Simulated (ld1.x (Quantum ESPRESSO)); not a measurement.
**Nb (Z = 41): variants of one TM potential**

Base potential:

* Element: niobium
* Generator: ld1.x (Quantum ESPRESSO) 7.5
* Type: norm-conserving Troullier–Martins (Kleinman–Bylander form)
* Functional: PBEsol
* Relativity: non-relativistic
* Frozen core: [Kr]
* Valence charge: 5
* Reference configuration: 4d3.5 5s0 5p0 (charge +1.5)
* Partial waves: 5p (bound, empty): rc 3.10 bohr; 4d (bound): rc 1.40 bohr; 5s (bound, empty): rc 2.55 bohr
* Local potential: the s channel
* Core correction: a·sin(br)/r model core inside 1.10 bohr

Cutoffs, loose and tight: the cutoffs (Ry, on a coarse ladder) from which the occupation-weighted sum of valence levels, in a spherical-Bessel basis at the reference potential, stays within 10 and 1 mRy of its value at 400 Ry. They do not see the model core or the augmentation charge, which bear on the density cutoff. Test errors are all-electron minus pseudo excitation energies from the reference, over the configurations 4d4 5s1 5p0; 4d4 5s0 5p0; 4d3 5s0 5p0; 4d4.5 5s0.5 5p0; 4d2 5s0 5p0; 4d3 5s1 5p1; 4d4 5s0.5 5p0. A dash means not determined; rows that change the core or the reference have their own tests. The largest error is taken over the tests solved by every variant that gives reliable tests at all: 4d2 5s0 5p0; 4d3 5s0 5p0; 4d4 5s0 5p0.

A true bound ghost makes a file unfit for plane-wave use even where its test errors are small: the radial tests pick states by their node count and pass the ghost by. Where a test does run into it, the solver fails or the error is huge.

Cutoffs are not given where the Bessel-basis levels miss the radial ones by over 6 mRy, ghosts where they miss by over 20 mRy; a channel whose overlap is not positive is not tested.

A file whose overlap is not positive is unfit for use, and its test errors describe a broken file.

```csv
change,outcome,"cutoff, loose","cutoff, tight",bound ghosts,largest test error (meV)
base,generated,45 Ry,55 Ry,none,-564
local potential the p channel,generated,40 Ry,55 Ry,none,-633
functional PBE,generated,40 Ry,55 Ry,none,-552
wave 5s (bound): rc 2.55 bohr becomes 5s (bound): rc 3.20 bohr,generated,45 Ry,60 Ry,none,-569
"type PAW; waves now 5s (bound): rcut 2.20, rcutus 2.55 bohr; 5s channel at 2.75 Ry: rcut 2.20, rcutus 2.55 bohr; 5p (bound): rcut 2.70, rcutus 3.10 bohr; 5p channel at -0.25 Ry: rcut 2.70, rcutus 3.10 bohr; 4d (bound): rcut 1.20, rcutus 1.40 bohr; 4d channel at -0.45 Ry: rcut 1.20, rcutus 1.40 bohr; local potential all-electron potential smoothed inside 1.35 bohr (lloc = -1); augmentation PSQ, inside the norm-conserving radii","generated, overlap not positive",–,–,"p (s not tested, overlap not positive)",-446
wave 4d (bound): rc 1.40 bohr becomes 4d (bound): rc 1.38 bohr,generated,45 Ry,70 Ry,none,-564
scalar-relativistic,generated,45 Ry,60 Ry,none,-512
reference 4d4 5s0 5p0,generated,45 Ry,60 Ry,none,-2254
```

Question: What comes out with this change to the base: wave 5p (bound): rc 3.10 bohr becomes 5p (bound): rc 2.06 bohr?

Answer: outcome: generated; cutoff, loose: 45 Ry; cutoff, tight: 60 Ry; bound ghosts: p; largest test error (meV): -564.
